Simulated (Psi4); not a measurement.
F3La (SMILES [F][La]([F])[F]), singlet, at a GFN2-xTB geometry (such geometries of metal compounds can be far from the true shape) (core potentials on La); B3LYP5/def2-SVPD (Psi4 1.11).

Psi4 was given this input:
```
memory 2 GB

molecule {
0 1
La    0.03101627   -0.05651823   -0.13480663
F    -1.70864996   -0.89419144    0.33144867
F    -0.05107305    1.90142145   -0.45924858
F     1.56328666   -0.64928125    0.98157523
}

set {
  basis def2-svpd
}

energy('b3lyp5')
print_variables()
```

What the program printed (banner, timings and long lists left out):

```
   => Loading Basis Set <=

    Name: DEF2-SVPD
    Role: ORBITAL
    Keyword: BASIS

    !!!  WARNING: ECP capability is in beta. Please check occupations closely.  !!!

         ---------------------------------------------------------
                                   SCF
               by Justin Turney, Rob Parrish, Andy Simmonett
                          and Daniel G. A. Smith
                              RKS Reference
         ---------------------------------------------------------

  ==> Geometry <==

    Molecular point group: cs
    Full point group: C1v

    Geometry (in Angstrom), charge = 0, multiplicity = 1:

       Center              X                  Y                   Z               Mass
    ------------   -----------------  -----------------  -----------------  -----------------
         LA           0.125150580795    -0.051294614929     0.000000000000   138.906356300000
         F           -0.671204351205    -0.768437646666    -1.672439445128    18.998403162730
         F            0.427373316635     1.911914605668     0.000000000000    18.998403162730
         F           -0.671204351205    -0.768437646666     1.672439445128    18.998403162730

  Running in cs symmetry.

  Rotational constants: A =      0.14657  B =      0.14657  C =      0.07931 [cm^-1]
  Rotational constants: A =   4394.08961  B =   4394.08961  C =   2377.60281 [MHz]
  Nuclear repulsion =  117.567265672696365

  Charge       = 0
  Multiplicity = 1
  Electrons    = 38
  Nalpha       = 19
  Nbeta        = 19

  ==> Algorithm <==

  SCF Algorithm Type is DF.
  DIIS enabled.
  MOM disabled.
  Fractional occupation disabled.
  Guess Type is SAD.
  Energy threshold   = 1.00e-06
  Density threshold  = 1.00e-06
  Integral threshold = 1.00e-12

  ==> Primary Basis <==

  Basis Set: DEF2-SVPD
    Blend: DEF2-SVPD
    Number of shells: 40
    Number of basis functions: 104
    Number of Cartesian functions: 115
    Spherical Harmonics?: true
    Max angular momentum: 3

  Core potential: DEF2-SVPD
    Number of shells: 4
    Number of ECP primitives: 10
    Number of ECP core electrons: 46
    Max angular momentum: 3

  ==> DFT Potential <==

   => LibXC <=

    Version 7.1.2
    S. Lehtola, C. Steigemann, M. J. T. Oliveira, and M. A. L. Marques,  SoftwareX 7, 1–5 (2018) (10.1016/j.softx.2017.11.002)

   => Composite Functional: B3LYP5 <=

    B3LYP5 Hyb-GGA Exchange-Correlation Functional

    P. J. Stephens, F. J. Devlin, C. F. Chabalowski, and M. J. Frisch,  J. Phys. Chem. 98, 11623 (1994) (10.1021/j100096a001)

    Deriv               =              1
    GGA                 =           TRUE
    Meta                =          FALSE

    Exchange Hybrid     =           TRUE
    MP2 Hybrid          =          FALSE

   => Exchange Functionals <=

    0.0800   Slater exchange
    0.7200         Becke 88

   => Exact (HF) Exchange <=

    0.2000               HF

   => Correlation Functionals <=

    0.1900   Vosko, Wilk & Nusair (VWN5)
    0.8100   Lee, Yang & Parr

   => LibXC Density Thresholds  <==

    XC_HYB_GGA_XC_B3LYP5:  1.00E-15

   => Molecular Quadrature <=

    Radial Scheme          =       TREUTLER
    Pruning Scheme         =           NONE
    Nuclear Scheme         =       TREUTLER

    Blocking Scheme        =         OCTREE
    BS radius alpha        =              1
    Pruning alpha          =              1
    Radial Points          =             75
    Spherical Points       =            302
    Total Points           =          87445
    Total Blocks           =            736
    Max Points             =            256
    Max Functions          =            102
    Weights Tolerance      =       1.00E-15

   => Loading Basis Set <=

    Name: (DEF2-SVPD AUX)
    Role: JKFIT
    Keyword: DF_BASIS_SCF

  ==> Integral Setup <==

  SCF_SUBTYPE=INCORE selected. In-core MEM_DF algorithm will be used.
  Using in-core AOs.

  ==> MemDFJK: Density-Fitted J/K Matrices <==

    J tasked:                   Yes
    K tasked:                   Yes
    wK tasked:                   No
    Algorithm:                 Core
    Schwarz Cutoff:           1E-12
    Mask sparsity (%):       1.3314
    Fitting Condition:        1E-10

   => Auxiliary Basis Set <=

  Basis Set: (DEF2-SVPD AUX)
    Blend: DEF2-UNIVERSAL-JKFIT
    Number of shells: 120
    Number of basis functions: 458
    Number of Cartesian functions: 620
    Spherical Harmonics?: true
    Max angular momentum: 6

  Minimum eigenvalue in the overlap matrix is 1.8106882974E-03.
  Reciprocal condition number of the overlap matrix is 3.4046932565E-04.
    Using symmetric orthogonalization.

  ==> Pre-Iterations <==

  SCF Guess: Superposition of Atomic Densities via on-the-fly atomic UHF (no occupation information).

   -------------------------
    Irrep   Nso     Nmo
   -------------------------
     A'        63      63
     A"        41      41
   -------------------------
    Total     104     104
   -------------------------

  ==> Iterations <==

                           Total Energy        Delta E     RMS |[F,P]|

   @DF-RKS iter SAD:  -330.18907832432194   -3.30189e+02   0.00000e+00
   @DF-RKS iter   1:  -330.64227810750168   -4.53200e-01   1.32067e-02 ADIIS/DIIS
   @DF-RKS iter   2:  -329.28315510409203    1.35912e+00   2.96267e-02 ADIIS/DIIS
   @DF-RKS iter   3:  -330.97889914144429   -1.69574e+00   2.00697e-03 ADIIS/DIIS
   @DF-RKS iter   4:  -330.98550469897799   -6.60556e-03   3.10383e-04 ADIIS/DIIS
   @DF-RKS iter   5:  -330.98570813573031   -2.03437e-04   1.15748e-04 ADIIS/DIIS
   @DF-RKS iter   6:  -330.98572954313437   -2.14074e-05   4.82700e-05 DIIS
   @DF-RKS iter   7:  -330.98573396513439   -4.42200e-06   2.71878e-06 DIIS
   @DF-RKS iter   8:  -330.98573397836253   -1.32281e-08   5.29670e-07 DIIS
  Energy and wave function converged.

  ==> Post-Iterations <==

   Electrons on quadrature grid:
      Ntotal   =   37.9998022348 ; deviation = -1.978e-04

    Orbital Energies [Eh]
    ---------------------

    Doubly Occupied:

[...]
       7App   -0.348046

    Virtual:

[...]
      63Ap    33.254316

    Final Occupation by Irrep:
             Ap   App
    DOCC [    12,    7 ]
    NA   [    12,    7 ]
    NB   [    12,    7 ]

  @DF-RKS Final Energy:  -330.98573397836253

   => Energetics <=

    Nuclear Repulsion Energy =            117.5672656726963652
    One-Electron Energy =                -707.0403749064818157
    Two-Electron Energy =                 287.4520322486740724
    DFT Exchange-Correlation Energy =     -28.9646569932512072
    Empirical Dispersion Energy =           0.0000000000000000
    VV10 Nonlocal Energy =                  0.0000000000000000
    Total Energy =                       -330.9857339783625321

Computation Completed

Properties will be evaluated at   0.000000,   0.000000,   0.000000 [a0]

Properties computed using the SCF density matrix

 Multipole Moments:

 ------------------------------------------------------------------------------------
     Multipole            Electronic (a.u.)      Nuclear  (a.u.)        Total (a.u.)
 ------------------------------------------------------------------------------------

 L = 1.  Multiply by 2.5417464519 to convert [e a0] to [Debye]
 Dipole X            :         14.2745598          -12.9609929            1.3135669
 Dipole Y            :         -5.8506511            5.3122338           -0.5384173
 Dipole Z            :          0.0000000            0.0000000            0.0000000
 Magnitude           :                                                    1.4196306

 ------------------------------------------------------------------------------------

  Variable Map:
  ----------------------------------------------------------------------------
[...]
  Array Variable Map:
  ----------------------------------------------------------------------------
[...]
[...]
```
